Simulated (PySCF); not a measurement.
# NMR data sheet: TMS-CHF2

```
Formula                               : C4H10F2Si
SMILES                                : C[Si](C)(C)C(F)F
InChI                                 : InChI=1S/C4H10F2Si/c1-7(2,3)4(5)6/h4H,1-3H3
Point group of the computed structure : C1
Degrees of unsaturation               : 0
Carbon signals                        : 2
Proton signals                        : 2
```

Atom-mapped SMILES (the numbers label the heavy atoms): `[CH3:1][Si:2]([CH3:3])([CH3:4])[CH:5]([F:6])[F:7]`. Hydrogens are named by the atom that carries them.

- geometry: PBE0-D3(BJ)/def2-TZVP
- shieldings: GIAO B97-2/pcSseg-2
- run in PySCF 2.14
- in vacuum, non-relativistic Hamiltonian, one conformer, one averaged value for each set of equivalent atoms

References, each an isolated molecule treated in the same way: 1H (σref 31.64), 13C (σref 185.38), 29Si (σref 348.46) against TMS; 19F (σref 175.98) against CFCl3.

```tsv
carbon	δC, type	δH (multiplicity)	HMBC from (2–3 bonds)	span of the C tensor (ppm)
C1/C3/C4	-5.1, CH3	0.13 (s)	H(C5), H(C1)/H(C3)/H(C4)	8
C5	131.2, CH	5.99 (m)	H(C1)/H(C3)/H(C4)	36
```

Other nuclei:
```csv
atoms,nucleus,environment,δ (ppm),σ (ppm)
F6/F7,19F,fluorine of a CF2 group,-155.5,331.5
Si2,29Si,silicon bonded to 4 C,-1.8,350.3
```

- Carbon types of the structure: 1 × CH, 3 × CH3, which accounts for all hydrogens.
- δC 131.2: sp3 CH bonded to 2 F and Si; 2 electronegative neighbours deshield it.
- δC -5.1: methyl carbon bonded to Si; an electropositive neighbour leaves it electron-rich and shielded.
- δH 5.99: hydrogen on an sp3 CH bonded to 2 F and Si; its carbon carries F, an electronegative neighbour.
- δH 0.13: hydrogen on a methyl carbon bonded to Si; an electropositive neighbour shields it, as in TMS itself.

Splittings by 19F in the carbon and heteronuclear signals aren't shown, as no couplings were computed. Shifts are as computed. Against solution values, carbons near 30 ppm lie about +3 ppm off and those near 130 ppm about +7 ppm. Of 1211 compounds with measured shifts, 218 miss one by over three times the rms of a fit or turn the order of signals round; such compounds aren't used in these exercises. Unscaled 19F shifts against computed CFCl3 carry errors that often reach 10 to 50 ppm. No couplings were computed; multiplicities are counted from neighbouring protons, with m where these are inequivalent, close in shift, in a saturated or five-membered ring or joined by F or P, and br s for small geminal =CH2 splittings.
